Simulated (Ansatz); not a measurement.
Relaxation of the cluster Sn₂O₄⁺ with UKS PBE-D4/def2-SVP.

```sh
$ ansatz run in.yaml --threads 4 --pin off --events-out ev --progress --plain --max-ram 4787MiB
```

```yaml
crystal:
  periodic: [false, false, false]
  atoms:
    - {symbol: Sn, position_ang: [1.974230, 0.394850, 0.983090]}
    - {symbol: Sn, position_ang: [-0.596380, 0.813150, -2.002690]}
    - {symbol: O, position_ang: [-1.527290, -0.301620, -0.214560]}
    - {symbol: O, position_ang: [1.121850, 0.735940, -0.863510]}
    - {symbol: O, position_ang: [-0.902340, -1.097260, 0.622910]}
    - {symbol: O, position_ang: [-0.070060, -0.545070, 1.474750]}
basis:
  gaussian: {orbitals: def2-SVP}
total_charge: 1
magnetization: {spin_polarized: true, initial_magnetization: 1}
hamiltonian: {xc: pbe, dispersion: d4}
scf: {lower_state_search: "off"}
output: {orbitals: {seedname: orbitals}}
relax: {f_tol: 0.02, max_steps: 100}
```

It took 4.1 s on 4 threads of INTEL XEON PLATINUM 8581C on a shared host.

Positions (Å) and forces (eV/Å) at steps 1, 2, 3, 4, 5, 6 of 6:

```xyz
6
step=1 energy=-19827.1159 eV
Sn    1.974    0.395    0.983   -1.190   -0.012   -1.015
Sn   -0.596    0.813   -2.003    0.810   -0.339    1.311
O    -1.527   -0.302   -0.215   -0.683    1.156   -1.099
O     1.122    0.736   -0.864   -0.034   -0.031    0.013
O    -0.902   -1.097    0.623   -0.039   -1.636   -0.220
O    -0.070   -0.545    1.475    1.136    0.862    1.009
6
step=2 energy=-19827.3042 eV
Sn    1.836    0.394    0.918    0.380    0.133    0.354
Sn   -0.555    0.782   -1.856   -0.267    0.241   -0.400
O    -1.578   -0.282   -0.181   -0.014    0.272   -0.150
O     1.231    0.745   -0.955   -0.121   -0.219    0.072
O    -0.825   -1.114    0.553   -0.162   -0.668    0.040
O    -0.108   -0.526    1.521    0.185    0.241    0.085
6
step=3 energy=-19827.3482 eV
Sn    1.875    0.414    0.937   -0.066    0.048   -0.037
Sn   -0.565    0.811   -1.895    0.033    0.032    0.078
O    -1.552   -0.283   -0.208   -0.013   -0.120   -0.027
O     1.197    0.725   -0.930   -0.036   -0.114    0.014
O    -0.878   -1.138    0.596    0.072    0.275   -0.028
O    -0.078   -0.529    1.500    0.010   -0.121    0.001
6
step=4 energy=-19827.3537 eV
Sn    1.869    0.418    0.942   -0.010    0.055   -0.014
Sn   -0.570    0.815   -1.889    0.020    0.051    0.021
O    -1.555   -0.280   -0.208    0.021   -0.050    0.016
O     1.190    0.702   -0.927   -0.029   -0.093    0.011
O    -0.856   -1.129    0.578    0.016    0.078   -0.006
O    -0.078   -0.526    1.504   -0.018   -0.041   -0.028
6
step=5 energy=-19827.3579 eV
Sn    1.862    0.435    0.951    0.005    0.032   -0.015
Sn   -0.577    0.832   -1.880    0.020    0.030    0.002
O    -1.555   -0.278   -0.210    0.027   -0.014    0.051
O     1.180    0.656   -0.924    0.004   -0.028   -0.007
O    -0.834   -1.123    0.560   -0.009   -0.021    0.003
O    -0.076   -0.523    1.504   -0.047    0.000   -0.035
6
step=6 energy=-19827.3587 eV
Sn    1.858    0.446    0.951   -0.003    0.007   -0.002
Sn   -0.577    0.842   -1.874    0.003    0.007    0.004
O    -1.554   -0.279   -0.209    0.013   -0.006    0.017
O     1.182    0.639   -0.929    0.009   -0.003   -0.009
O    -0.831   -1.125    0.558   -0.007   -0.006    0.005
O    -0.077   -0.523    1.503   -0.015    0.000   -0.015
```

In the def2 sets Sn takes a core potential; there is no spin–orbit coupling. The structure holds 2 bonds between oxygen atoms, so isomers without such links may lie far lower. The structure comes from a short search, and lower isomers may exist.
